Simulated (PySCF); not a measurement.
Bi(Et)(OH)2 (C₂H₇BiO₂), SMILES C[CH2][Bi]([OH])[OH]. Coordinates come from a PBE-D3(BJ)/def2-SVP optimisation. The def2 effective core potentials stand for the cores of Bi; spin–orbit coupling is left out. One conformer was computed; it need not be the lowest.

Give the equilibrium geometry at PBE-D3(BJ)/def2-SVP (PySCF confirms it by a frequency run) as bond lengths and angles. (Estimate from the structure and the level; the computed values follow.)

One answer among several that fit: 
Atoms: Bi1 C2 C3 H4 H5 H6 H7 H8 O9 H10 O11 H12. Bond lengths (Å): Bi1–C2 2.326, Bi1–O9 2.131, Bi1–O11 2.130, C2–C3 1.523, C2–H4 1.110, C2–H5 1.110, C3–H6 1.112, C3–H7 1.110, C3–H8 1.111, O9–H10 0.979, O11–H12 0.978. Angles (°): C2–Bi1–O9 94.4, C2–Bi1–O11 92.3, O9–Bi1–O11 99.6, Bi1–C2–C3 111.6, Bi1–C2–H4 106.7, Bi1–C2–H5 105.7, C3–C2–H4 112.0, C3–C2–H5 112.8, H4–C2–H5 107.6, C2–C3–H6 111.7, C2–C3–H7 111.1, C2–C3–H8 112.2, H6–C3–H7 107.3, H6–C3–H8 106.7, H7–C3–H8 107.6, Bi1–O9–H10 108.1, Bi1–O11–H12 107.8.
